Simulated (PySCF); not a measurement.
A calculated (PBE0, PySCF 2.14, x2c-TZVPall, the spin-free X2C one-electron Hamiltonian (Gaussian nucleus)) atom or ion has these occupied shells.

```tsv
shell	electrons	orbital energy (eV)	rms radius, mean of both spins (bohr)
1s α	1	-4018.9	0.0888
1s β	1	-4018.5	0.0888
2s α	1	-462.27	0.395
2s β	1	-461.94	0.395
2p α	3	-380.16	0.363
2p β	3	-379.63	0.363
3s α	1	-84.045	1.20
3s β	1	-81.595	1.20
3p α	3	-62.778	1.30
3p β	2	-61.183	1.30
```

Q: Name the element and its charge.

A: Ca³⁺ (calcium, charge +3), in [Ne] 3s2 3p5, 2P determinant.
